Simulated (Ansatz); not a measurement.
The pair A = NH3 (SMILES N) (first 4 atoms), B = CH6Si (SMILES C[SiH3]); geometry from B3LYP-D3(BJ)/def2-TZVP.
(charge 0, multiplicity 1):
```xyz
12

N      0.4145    -0.6255    -0.3634
H      1.2900    -0.5281     0.1377
H     -0.0930     0.2452    -0.2563
H     -0.1221    -1.3470     0.1040
C     -0.4179     0.5916     4.9703
Si    -0.1363     0.1799     3.1625
H     -0.9900    -0.1957     5.4646
H     -0.9709     1.5269     5.0750
H      0.5317     0.7004     5.4976
H      0.6154    -1.0916     3.0277
H      0.6409     1.2542     2.4981
H     -1.4307     0.0343     2.4532
```

Correlated levels freeze the cores. MP2 and its Hartree–Fock in aug-cc-pV(T+d)Z are density fitted.

Codes used: Ansatz (a first-principles code). 

The counterpoise-corrected interaction energy is E(AB) − E(A in the pair's basis) − E(B in the pair's basis). Total energies (hartree):

```json
[
 {"level": "HF/aug-cc-pV(D+d)Z", "AB": "-386.5056956", "A in the pair's basis": "-56.2055254", "B in the pair's basis": "-330.3013403"},
 {"level": "MP2/aug-cc-pV(D+d)Z", "AB": "-386.9778083", "A in the pair's basis": "-56.4052111", "B in the pair's basis": "-330.5718152"},
 {"level": "HF/aug-cc-pV(T+d)Z", "AB": "-386.5454677", "A in the pair's basis": "-56.2202798", "B in the pair's basis": "-330.3263631"},
 {"level": "MP2/aug-cc-pV(T+d)Z", "AB": "-387.1117275", "A in the pair's basis": "-56.4606329", "B in the pair's basis": "-330.6499656"},
 {"level": "CCSD(T)/aug-cc-pV(D+d)Z", "AB": "-387.0504363", "A in the pair's basis": "-56.4257038", "B in the pair's basis": "-330.6237302"}
]
```

Problem. Work out the counterpoise-corrected interaction energy at the basis-set limit: extrapolate the MP2 correlation part as X⁻³, take Hartree–Fock from the larger set, and add the CCSD(T) − MP2 difference of aug-cc-pV(D+d)Z.

Solution. 
1. Differences (1 hartree = 627.509 kcal/mol): HF/aug-cc-pV(D+d)Z 0.734; MP2/aug-cc-pV(D+d)Z -0.491; HF/aug-cc-pV(T+d)Z 0.737; MP2/aug-cc-pV(T+d)Z -0.708; CCSD(T)/aug-cc-pV(D+d)Z -0.629.
2. Correlation parts, MP2 less HF: -1.225 in aug-cc-pV(D+d)Z (X = 2), -1.446 in aug-cc-pV(T+d)Z (X = 3).
3. Limit (3³·(-1.446) − 2³·(-1.225))/(3³ − 2³) = -1.539; with HF/aug-cc-pV(T+d)Z it gives -0.801.
4. CCSD(T) less MP2 in aug-cc-pV(D+d)Z: -0.138.
Result: -0.94 kcal/mol, against -0.49 at MP2/aug-cc-pV(D+d)Z. It is an estimate of this method's limit, not of the exact value.
